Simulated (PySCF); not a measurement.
## Magnetisability and related constants of `CC[C@@]1(F)CC[S@]1=O`, C5H9FOS

Method used: GIAO LDA/MINI magnetisability, rotational g tensor and spin-rotation constants, non-relativistic, gas phase (PySCF). Geometry: GFN2-xTB.

Input:
```
{"job": {"kind": "mag", "xc": "LDA", "basis": "MINI"}, "charge": 0, "multiplicity": 1}
C      2.289591     0.312043    -0.034103
C      0.993578    -0.147735     0.625898
C     -0.061500    -0.497728    -0.399370
F      0.446019    -1.338275    -1.364455
C     -1.416310    -0.973596     0.123070
C     -2.162685     0.342825    -0.056219
S     -0.852755     1.038209    -1.195022
O     -0.297665     2.236488    -0.576124
H      2.680570    -0.463349    -0.688379
H      2.110545     1.210219    -0.619116
H      3.034149     0.535313     0.725029
H      1.180200    -1.021021     1.257899
H      0.596303     0.655745     1.249169
H     -1.807752    -1.753869    -0.529499
H     -1.391358    -1.354258     1.144916
H     -3.144354     0.277906    -0.514803
H     -2.203574     0.953115     0.841199
```
Coordinates are in Å.

Command: `OMP_NUM_THREADS=1 python excited_run.py task.json out`

Problem. What does the run print?

Solution. Atoms count from 0.
```
coarse grid: 14808 points
cycle   1  E = -759.6258018234  dE =  1.319e+00  |g| = 7.699e-01  |ddm| = 6.359e+00
cycle   2  E = -755.3151861974  dE =  4.311e+00  |g| = 2.998e+00  |ddm| = 7.710e+00
cycle   3  E = -759.7063063722  dE = -4.391e+00  |g| = 6.493e-01  |ddm| = 7.129e+00
cycle   4  E = -759.8836202572  dE = -1.773e-01  |g| = 8.921e-02  |ddm| = 1.434e+00
cycle   5  E = -759.8828662326  dE =  7.540e-04  |g| = 9.453e-02  |ddm| = 2.210e-01
cycle   6  E = -759.8853921456  dE = -2.526e-03  |g| = 5.083e-02  |ddm| = 1.401e-01
cycle   7  E = -759.8859195204  dE = -5.274e-04  |g| = 3.313e-02  |ddm| = 5.080e-02
cycle   8  E = -759.8862512663  dE = -3.317e-04  |g| = 1.266e-02  |ddm| = 4.943e-02
cycle   9  E = -759.8862844325  dE = -3.317e-05  |g| = 7.320e-03  |ddm| = 1.632e-02
cycle  10  E = -759.8863027607  dE = -1.833e-05  |g| = 1.590e-03  |ddm| = 1.281e-02
cycle  11  E = -759.8863036882  dE = -9.275e-07  |g| = 2.032e-04  |ddm| = 3.029e-03
final grid: 138952 points
cycle  12  E = -759.9760337789  dE =  5.399e-06  |g| = 6.222e-03  |ddm| = 2.127e-02
cycle  13  E = -759.9757894832  dE =  2.443e-04  |g| = 2.715e-02  |ddm| = 6.727e-02
cycle  14  E = -759.9760476290  dE = -2.581e-04  |g| = 8.835e-04  |ddm| = 5.382e-02
cycle  15  E = -759.9760479103  dE = -2.813e-07  |g| = 1.888e-04  |ddm| = 2.010e-03
cycle  16  E = -759.9760479215  dE = -1.127e-08  |g| = 6.330e-05  |ddm| = 4.447e-04
cycle  17  E = -759.9760479228  dE = -1.257e-09  |g| = 2.051e-05  |ddm| = 1.659e-04
cycle  18  E = -759.9760479229  dE = -1.637e-10  |g| = 5.883e-06  |ddm| = 5.354e-05
converged SCF energy = -759.9760479229

Magnetisability tensor (1e-30 J/T^2)
    -1536.30        7.74      101.96
        7.74    -1430.38       70.95
      101.96       70.95    -1342.19
isotropic -1436.29   principal values   -1583.20  -1456.38  -1269.30
isotropic susceptibility -86.495 1e-6 cm^3/mol

Inertial axes            a          b          c
rot. const./GHz      2.2705     1.6966     1.2904
chi total           -90.811    -87.259    -81.416
chi diamagnetic    -640.104   -835.810  -1051.273
chi paramagnetic    549.293    748.551    969.856
quadrupole/D A        3.005     -5.096      2.091
g nuclear            0.5632     0.5806     0.5697
g electronic        -0.5859    -0.5966    -0.5879
g total             -0.0227    -0.0160    -0.0183

Spin-rotation constants (kHz, H = +C I.J)
atom  isotope        aa         bb         cc
  3    19F        1.486      0.363      1.709
  8     1H       -0.197     -0.169     -0.085
  9     1H       -0.205     -0.106     -0.137
 10     1H       -0.168     -0.182     -0.093
 11     1H       -0.180     -0.111     -0.122
 12     1H       -0.190     -0.160     -0.071
 13     1H       -0.301     -0.033     -0.093
 14     1H       -0.269     -0.182     -0.002
 15     1H       -0.007     -0.185     -0.147
 16     1H       -0.294     -0.179     -0.008
  0    13C*       0.188      0.127      0.095
  1    13C*       0.236      0.142      0.121
  2    13C*       0.503      0.319      0.199
  4    13C*       0.213      0.200      0.133
  5    13C*       0.388      0.114      0.114
  6    33S*       0.680      0.500      0.347
  7    17O*       0.206     -0.978     -0.283
* in the singly substituted isotopologue
```

It took 10 s wall time on 1 thread of an Arm Neoverse V1, shared host, peak memory 0.43 GiB.
